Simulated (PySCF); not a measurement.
C3H6OS, SMILES S(CC=O)C at its GFN2-xTB optimised geometry (Å):

```
11

C      1.4431    -0.3336    -1.7246
S      1.1495    -0.8051     0.0000
C     -0.6853    -0.8051     0.0000
C     -0.9534     0.6628     0.0000
O     -1.1495     1.3175    -0.9897
H      1.1597    -1.1548    -2.3774
H      0.8695     0.5604    -1.9572
H      2.5049    -0.1312    -1.8167
H     -1.0010    -1.3050     0.9109
H     -1.0411    -1.3175    -0.8917
H     -0.8399     1.1314     0.9939
```

Method: PBE/def2-TZVP in PySCF. Cells within 0.4 Å of a nucleus heavier than hydrogen are left out (blank, or x).

Map of the log10 of the electron density (e/bohr³), floored at −4 on the plane z = 0.0 Å:

```
|0000000000000000000000000000000|
|0000000000000000000000000000000|
|0000000111111100000000000000000|
|0000011222222211000000000000000|
|0000112333333322100000000000000|
|0001123344444432210000000000000|
|0001233455555443321100000000000|
|0011234556666554322111000000000|
|0012345566777655432222111000000|
|0012345677887765443332221100000|
|0012345678888776544333332211000|
|0012345678xxx876554444443321100|
|0012345678xxx876555555544332100|
|0012345678xxx876666666655432210|
|0012345678899877667777765543210|
|0012345678898877777888776543210|
|0001235567899887788888876654321|
|000123456789x9888889x9887654321|
|00012345678xxx88889xxx887654321|
|00012345678xxx88889xxx887654321|
|000123456788x8888889x9887654321|
|0001234567788877788888876654321|
|0001234556777776777888776543210|
|0000123455666666667777765543210|
|0000122345555555556666655432210|
|0000012234444444445555544332100|
|0000001223333333344444443321100|
|0000000112222222233333332211000|
|0000000001111111122222221110000|
|0000000000000000111111111000000|
|0000000000000000000000000000000|
```
Scale: ten equal steps from -4.00 (start of '0') to -0.200 (end of '9'), in the order '0123456789'; x runs from -3.50 to 3.50, y from -3.50 (bottom) to 3.50 (top).
